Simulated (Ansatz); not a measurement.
```yaml
atoms:
  - { symbol: C, position_ang: [0.0000, 0.0000, 0.0000] }
  - { symbol: C, position_ang: [1.1691, 0.6750, 0.0000] }
  - { symbol: C, position_ang: [2.4249, -0.0500, 0.0000] }
  - { symbol: C, position_ang: [3.5940, 0.6250, 0.0000] }
  - { symbol: C, position_ang: [4.2219, 0.9875, -1.2557] }
  - { symbol: C, position_ang: [5.3910, 1.6625, -1.2557] }
  - { symbol: H, position_ang: [0.0000, -1.0900, 0.0000] }
  - { symbol: H, position_ang: [-0.9440, 0.5450, 0.0000] }
  - { symbol: H, position_ang: [1.1691, 1.7650, 0.0000] }
  - { symbol: H, position_ang: [2.4249, -1.1400, 0.0000] }
  - { symbol: H, position_ang: [4.0660, 0.8975, 0.9440] }
  - { symbol: H, position_ang: [3.7499, 0.7150, -2.1997] }
  - { symbol: H, position_ang: [5.8630, 1.9350, -0.3118] }
  - { symbol: H, position_ang: [5.8630, 1.9350, -2.1997] }
```

Basis set: def2-TZVP (spherical functions). Charge 0, multiplicity 3.

Computed with Ansatz (development build ahead of 0.2.0); each method stands on the lowest determinant of its kind that the runs found. Restricted functionals stand beside restricted open-shell atoms, which can lie above the unrestricted atoms usual in DFT and then raise those values.

The atomization energy at this shape (free ground-state atoms in the same class of orbitals less the molecule, no zero-point energy) of triplet C6H8:

```tsv
method	atomization energy
PBE0 (unrestricted)	5930.8 kJ/mol
PBE0 (restricted open-shell)	5939.7 kJ/mol
UHF	4435.3 kJ/mol
ROHF	4423.7 kJ/mol
```

(1) What does ωB97X (unrestricted) give?

Results:

(1) 5861.2 kJ/mol. Caution: other spin multiplicities may lie lower. Caution for UHF: the unrestricted determinant is spin contaminated. Caution for ROHF: an unrestricted determinant lies well below.

The shape needn't be a minimum at these levels.
